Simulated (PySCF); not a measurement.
Job for PySCF: U-B3LYP/LANL2DZ on H2O2Sn (SMILES [OH][Sn][OH]), a point of a bond scan (R = 0.870 Å).

```python
from pyscf import gto, scf, dft, mp
from pyscf.data.elements import chemcore

mol = gto.M(
    atom='''
    Sn   -0.03454460   -0.00769178    0.37357554
    O     0.55212536    1.44457811   -0.84260022
    H     0.54360719    1.20362717   -1.67806358
    O    -0.32443998   -1.27376152   -1.15356693
    H    -0.63691352   -2.15879840   -0.93854698
    ''',
    basis='lanl2dz',
    ecp={'Sn': 'lanl2dz'},
    charge=0, spin=0, verbose=3, max_memory=1800)
mf = dft.UKS(mol, xc='b3lyp')
mf.conv_tol = 1e-8
mf.max_cycle = 100
mf.init_guess_breaksym = True
mf.kernel()
if not mf.converged:
    mf = mf.newton().run(mf.mo_coeff, mf.mo_occ)
for _ in range(4):
    mo, _, stable, _ = mf.stability(return_status=True)
    if stable:
        break
    mf.kernel(mf.make_rdm1(mo, mf.mo_occ))
```

Give the final energy of this run.

-155.0692 hartree.
